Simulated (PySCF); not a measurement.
Lowest singlet excitation (eV) of eight silicon and germanium compounds: TDA-PBE beside TDA-ωB97X, computed with PySCF for isolated molecules in the bases named; differences from unrounded values. The eight are the first of their class met in an unordered collection, after screening for sound electronic states; none was chosen by its value. Each molecule has one DFT geometry for both levels.

```
molecule                                                                                                               basis  TDA-ωB97X
-----------------------------------------------------------------------------------------------------------------  ---------  ---------
Cl₂GeH₄OSi, SMILES Cl[SiH](Cl)[O][GeH3]                                                                            def2-SVPD       7.76
Si(F)(NMe2) (C2H6FNSi), SMILES CN(C)[Si]F (connectivity only; charge and spin as stated), neutral, multiplicity 1  def2-SVPD       5.37
Br₂FGeH₂N, SMILES [NH2][Ge]([F])([Br])[Br]                                                                         def2-SVPD       5.82
CH₆FNOSi₂, SMILES N[Si@@H]1OC[Si@@H]1F                                                                             def2-SVPD       6.01
CH4Cl2OSi2, SMILES Cl[Si]1(Cl)CO[SiH2]1                                                                            def2-SVPD       6.29
C₃H₉NOSi, SMILES CN1C[SiH](O)C1                                                                                    def2-SVPD       6.45
Ge(Cl)2(OH)2 (Cl₂GeH₂O₂), SMILES [OH][Ge]([OH])([Cl])[Cl]                                                          def2-SVPD       7.19
Si(Br)2(OH)2 (Br₂H₂O₂Si), SMILES O[Si](O)(Br)Br                                                                    def2-SVPD       7.08
```

Question: Estimate the TDA-PBE values and say how TDA-PBE differs from TDA-ωB97X over the set. (An estimate is asked for; the answer gives what the named calculation found.)

Answer: 
```json
[
 {"molecule": "Cl₂GeH₄OSi, SMILES Cl[SiH](Cl)[O][GeH3]", "TDA-PBE": "6.38", "difference": "-1.38"},
 {"molecule": "Si(F)(NMe2) (C2H6FNSi), SMILES CN(C)[Si]F (connectivity only; charge and spin as stated), neutral, multiplicity 1", "TDA-PBE": "5.11", "difference": "-0.27"},
 {"molecule": "Br₂FGeH₂N, SMILES [NH2][Ge]([F])([Br])[Br]", "TDA-PBE": "4.48", "difference": "-1.34"},
 {"molecule": "CH₆FNOSi₂, SMILES N[Si@@H]1OC[Si@@H]1F", "TDA-PBE": "4.97", "difference": "-1.04"},
 {"molecule": "CH4Cl2OSi2, SMILES Cl[Si]1(Cl)CO[SiH2]1", "TDA-PBE": "5.33", "difference": "-0.96"},
 {"molecule": "C₃H₉NOSi, SMILES CN1C[SiH](O)C1", "TDA-PBE": "4.71", "difference": "-1.74"},
 {"molecule": "Ge(Cl)2(OH)2 (Cl₂GeH₂O₂), SMILES [OH][Ge]([OH])([Cl])[Cl]", "TDA-PBE": "5.55", "difference": "-1.64"},
 {"molecule": "Si(Br)2(OH)2 (Br₂H₂O₂Si), SMILES O[Si](O)(Br)Br", "TDA-PBE": "5.87", "difference": "-1.21"}
]
```
TDA-PBE lies below TDA-ωB97X in 8 and above it in 0 of the eight; the mean signed difference is -1.20 and the largest -1.74 eV.
